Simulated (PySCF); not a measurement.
## Structure from 2D NMR

Compound of formula C3H8N2Si. Correlations simulated from computed shifts and the bond graph:

HSQC (one-bond C–H):
```csv
δH,δC
1.93,8.5
1.40,15.1
```

COSY cross peaks (H two or three bonds apart, from the bond graph; peaks can be absent where the dihedral angle is near 90°):
```csv
δH,δH
4.92,4.80
4.92,1.93
4.80,1.93
1.93,1.40
```

HMBC (two and three bonds, from the bond graph):
```csv
δH,δC
4.92,"125.7, 15.1, 8.5"
4.80,"125.7, 15.1, 8.5"
1.93,"125.7, 15.1"
1.40,"125.7, 8.5"
```

Carbons without hydrogens: δ 125.7.

Isolated molecule, non-relativistic Hamiltonian, rapidly exchanging positions averaged, single conformer. GFN2-xTB geometry; PBE0/pcSseg-1 with gauge-including orbitals; PySCF 2.14.0 with density-fitted response routines.

Shifts are taken against calculated references (same method and geometry level): 1H (σref 31.72), 13C (σref 186.93) vs TMS.

Exchangeable hydrogens are left out of these lists.

Q: Which molecule is this?

A: SMILES C[C@@H](C#N)[SiH2]N.

Atom-mapped SMILES (the numbers label the heavy atoms): `[CH3:1][C@@H:2]([C:3]#[N:4])[SiH2:5][NH2:6]`. Each H is labelled by its parent atom. Ha(Si5) is pro-R; Hb(Si5) is pro-S.

- δC 125.7 is C3, a nitrile carbon.
- δC 15.1 is C1, a methyl carbon (δH 1.40).
- δC 8.5 is C2, an sp3 CH bonded to Si, α to a nitrile (δH 1.93).
- HMBC from δH 4.92 reaches the proton-free carbon C3.
- HMBC from δH 4.80 reaches the proton-free carbon C3.
- HMBC from δH 1.93 reaches the proton-free carbon C3.
- HMBC from δH 1.40 reaches the proton-free carbon C3.
- COSY links 4.92–4.80, 4.92–1.93, 4.80–1.93, 1.93–1.40.

The data come from this structure; uniqueness wasn't tested.

OH and NH positions are those of a molecule without intermolecular hydrogen bonds; in solution they move with solvent, concentration and temperature, and exchange usually removes their couplings. Shifts are as computed. Against solution values, carbons near 30 ppm lie about +3 ppm off and those near 130 ppm about +5 ppm. Of 1309 compounds with measured shifts, 239 miss one by over three times the rms of a fit or turn the order of signals round; such compounds aren't used in these exercises.
